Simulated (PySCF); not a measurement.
# Cl: excitation energy

Cl [Ne] 3s2 3p5 (2P) → Cl [Ne] 3s1 3p6 (2S), as a difference of total energies. All numbers are calculated (PySCF 2.14, the spin-free X2C one-electron Hamiltonian (Gaussian nucleus), in dyall-acv3z (19s12p6d4f, 113 functions)). Correlated levels: valence: [Ne] frozen; virtual orbitals above 40 to 60 times the deepest correlated orbital energy dropped. The calculations carry no spin-orbit coupling.

```json
{"method": "UHF", "excitation energy (cm⁻¹)": "125670"}
{"method": "MP2 (valence)", "excitation energy (cm⁻¹)": "105980"}
{"method": "SCS-MP2 (valence)", "excitation energy (cm⁻¹)": "104010"}
{"method": "CCSD (valence)", "excitation energy (cm⁻¹)": "94262"}
{"method": "CCSD(T) (valence)", "excitation energy (cm⁻¹)": "86054"}
```

Errors of the correlated levels include the incompleteness of this basis and the frozen core.

The coupled-cluster amplitudes are large for the upper state (T1 above 0.03 or a double amplitude above 0.15), so a single reference is strained.

For comparison: 85385 cm⁻¹ (measured; NIST levels, between the centres of gravity of the two terms).
